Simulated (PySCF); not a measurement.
Isomers of [C8H18P]+.

All values: PBE0/pcSseg-1 (PySCF) at GFN2-xTB geometries, gas phase, one conformer each.

(1) Rank by the lowest Hirshfeld charge on any atom, lowest value first.
A. `[CH3:1][C:2]([CH3:3])([CH3:4])[CH2:5][P+:6]1([CH3:7])[CH2:8][CH2:9]1` (charge +1) with C2–C5–P6–C7 69°
B. `[CH3:1][CH:2]([CH3:3])[PH2+:4][CH:5]1[CH2:6][CH2:7][CH2:8][CH2:9]1` (charge +1) with C1–C2–P4–C5 173°, C2–P4–C5–C6 169°, P4–C5–C6–C7 75°, C5–C6–C7–C8 32°, C6–C7–C8–C9 -11°, C7–C8–C9–C5 -15°
C. `[CH3:1][P+:2]1([CH3:3])[CH2:4][CH2:5][CH2:6][CH2:7][CH2:8][CH2:9]1` (charge +1) with C1–P2–C4–C5 85°, P2–C4–C5–C6 85°, C4–C5–C6–C7 -81°, C5–C6–C7–C8 65°

(2) Rank by the lowest IAO charge on any atom, lowest value first.
A. `[CH2:1]=[CH:2][PH+:3]([CH2:4][CH2:5][CH3:6])[CH2:7][CH2:8][CH3:9]` (charge +1) with C1–C2–P3–C4 -112°, C2–P3–C4–C5 -174°, P3–C4–C5–C6 -55°, C2–P3–C7–C8 -51°, P3–C7–C8–C9 -58°
B. `[CH3:1]/[CH:2]=[CH:3]/[P@H+:4]([CH3:5])[C:6]([CH3:7])([CH3:8])[CH3:9]` (charge +1) with C2–C3–P4–C5 -131°
C. `[CH3:1][CH:2]([CH3:3])[PH2+:4][CH:5]1[CH2:6][CH2:7][CH2:8][CH2:9]1` (charge +1) with C1–C2–P4–C5 173°, C2–P4–C5–C6 169°, P4–C5–C6–C7 75°, C5–C6–C7–C8 32°, C6–C7–C8–C9 -11°, C7–C8–C9–C5 -15°
D. `[CH3:1][C:2]([CH3:3])([CH3:4])[CH2:5][P+:6]1([CH3:7])[CH2:8][CH2:9]1` (charge +1) with C2–C5–P6–C7 69°

(3) Rank by the highest Hirshfeld charge on any atom, highest value first.
A. `[CH2:1]=[C:2]([CH3:3])[PH2+:4][C:5]([CH3:6])([CH3:7])[CH2:8][CH3:9]` (charge +1) with C1–C2–P4–C5 91°, C2–P4–C5–C6 177°, P4–C5–C8–C9 59°
B. `[CH3:1][C:2]([CH3:3])([CH3:4])[CH2:5][P+:6]1([CH3:7])[CH2:8][CH2:9]1` (charge +1) with C2–C5–P6–C7 69°
C. `[CH3:1][CH2:2][C@H:3]1[CH2:4][CH2:5][P@H+:6]([CH3:7])[CH2:8][CH2:9]1` (charge +1) with C1–C2–C3–C4 172°, C2–C3–C4–C5 -170°, C3–C4–C5–P6 -58°, C4–C5–P6–C7 173°, C5–P6–C8–C9 -48°

Results:

(1) C (-0.127 e), A (-0.115 e), B (-0.101 e).

(2) B (-0.636 e), D (-0.616 e), A (-0.460 e), C (-0.428 e).

(3) C (+0.477 e), B (+0.454 e), A (+0.440 e).

All values together:

```tsv
SMILES	HOMO (eV)	LUMO (eV)	lowest IAO charge (e)	highest IAO charge (e)	lowest Hirshfeld charge (e)	highest Hirshfeld charge (e)
C=C(C)[PH2+]C(C)(C)CC	-12.34	-5.33	-0.430 (C)	+0.866 (P)	-0.109 (C)	+0.440 (P)
C[P+]1(C)CCCCCC1	-12.67	-3.18	-0.640 (C)	+1.204 (P)	-0.127 (C)	+0.484 (P)
CCCC[P@@H+]1CC[C@H]1C	-13.13	-4.64	-0.456 (C)	+0.993 (P)	-0.111 (C)	+0.463 (P)
C/C=C/[P@H+](C)C(C)(C)C	-12.07	-4.92	-0.636 (C)	+1.048 (P)	-0.122 (C)	+0.454 (P)
CC[C@H]1CC[P@H+](C)CC1	-12.43	-3.59	-0.641 (C)	+1.068 (P)	-0.118 (C)	+0.477 (P)
CC(C)[PH2+]C1CCCC1	-12.86	-4.06	-0.428 (C)	+0.881 (P)	-0.101 (C)	+0.454 (P)
C=C[PH+](CCC)CCC	-12.71	-5.18	-0.460 (C)	+1.051 (P)	-0.110 (C)	+0.460 (P)
CC(C)(C)C[P+]1(C)CC1	-12.92	-4.51	-0.616 (C)	+1.070 (P)	-0.115 (C)	+0.454 (P)
CC(C)[C@@H]1CCC[P@@H+]1C	-13.06	-3.97	-0.632 (C)	+1.019 (P)	-0.117 (C)	+0.468 (P)
CC(C)[P@H+](C)C1CCC1	-12.73	-3.50	-0.637 (C)	+1.042 (P)	-0.122 (C)	+0.461 (P)
C/C=C/[P+](C)(C)C(C)C	-12.03	-4.84	-0.638 (C)	+1.198 (P)	-0.127 (C)	+0.471 (P)
CC(C)[C@@H]1C[P@@H+](C)[C@@H]1C	-12.62	-4.57	-0.635 (C)	+1.023 (P)	-0.114 (C)	+0.474 (P)
```

Conformers: `[CH2:1]=[C:2]([CH3:3])[PH2+:4][C:5]([CH3:6])([CH3:7])[CH2:8][CH3:9]` (charge +1) with C1–C2–P4–C5 91°, C2–P4–C5–C6 177°, P4–C5–C8–C9 59°; `[CH3:1][P+:2]1([CH3:3])[CH2:4][CH2:5][CH2:6][CH2:7][CH2:8][CH2:9]1` (charge +1) with C1–P2–C4–C5 85°, P2–C4–C5–C6 85°, C4–C5–C6–C7 -81°, C5–C6–C7–C8 65°; `[CH3:1][CH2:2][CH2:3][CH2:4][P@@H+:5]1[CH2:6][CH2:7][C@H:8]1[CH3:9]` (charge +1) with C1–C2–C3–C4 -60°, C2–C3–C4–P5 -49°, C3–C4–P5–C6 -61°, C4–P5–C6–C7 -132°, P5–C6–C7–C8 16°, C6–C7–C8–C9 -136°, C4–P5–C8–C7 131°; `[CH3:1]/[CH:2]=[CH:3]/[P@H+:4]([CH3:5])[C:6]([CH3:7])([CH3:8])[CH3:9]` (charge +1) with C2–C3–P4–C5 -131°; `[CH3:1][CH2:2][C@H:3]1[CH2:4][CH2:5][P@H+:6]([CH3:7])[CH2:8][CH2:9]1` (charge +1) with C1–C2–C3–C4 172°, C2–C3–C4–C5 -170°, C3–C4–C5–P6 -58°, C4–C5–P6–C7 173°, C5–P6–C8–C9 -48°; `[CH3:1][CH:2]([CH3:3])[PH2+:4][CH:5]1[CH2:6][CH2:7][CH2:8][CH2:9]1` (charge +1) with C1–C2–P4–C5 173°, C2–P4–C5–C6 169°, P4–C5–C6–C7 75°, C5–C6–C7–C8 32°, C6–C7–C8–C9 -11°, C7–C8–C9–C5 -15°; `[CH2:1]=[CH:2][PH+:3]([CH2:4][CH2:5][CH3:6])[CH2:7][CH2:8][CH3:9]` (charge +1) with C1–C2–P3–C4 -112°, C2–P3–C4–C5 -174°, P3–C4–C5–C6 -55°, C2–P3–C7–C8 -51°, P3–C7–C8–C9 -58°; `[CH3:1][C:2]([CH3:3])([CH3:4])[CH2:5][P+:6]1([CH3:7])[CH2:8][CH2:9]1` (charge +1) with C2–C5–P6–C7 69°; `[CH3:1][CH:2]([CH3:3])[C@@H:4]1[CH2:5][CH2:6][CH2:7][P@@H+:8]1[CH3:9]` (charge +1) with C1–C2–C4–C5 -178°, C2–C4–C5–C6 -167°, C4–C5–C6–C7 51°, C5–C6–C7–P8 -33°, C6–C7–P8–C9 128°; `[CH3:1][CH:2]([CH3:3])[P@H+:4]([CH3:5])[CH:6]1[CH2:7][CH2:8][CH2:9]1` (charge +1) with C1–C2–P4–C5 -55°, C2–P4–C6–C7 -76°, P4–C6–C7–C8 -129°, C6–C7–C8–C9 11°, C7–C8–C9–C6 -11°, P4–C6–C9–C8 131°; `[CH3:1]/[CH:2]=[CH:3]/[P+:4]([CH3:5])([CH3:6])[CH:7]([CH3:8])[CH3:9]` (charge +1) with C2–C3–P4–C5 -28°, C3–P4–C7–C8 52°; `[CH3:1][CH:2]([CH3:3])[C@@H:4]1[CH2:5][P@@H+:6]([CH3:7])[C@@H:8]1[CH3:9]` (charge +1) with C1–C2–C4–C5 -56°, C2–C4–C5–P6 -146°, C4–C5–P6–C7 -99°, C5–P6–C8–C9 100°, C2–C4–C8–P6 144°.
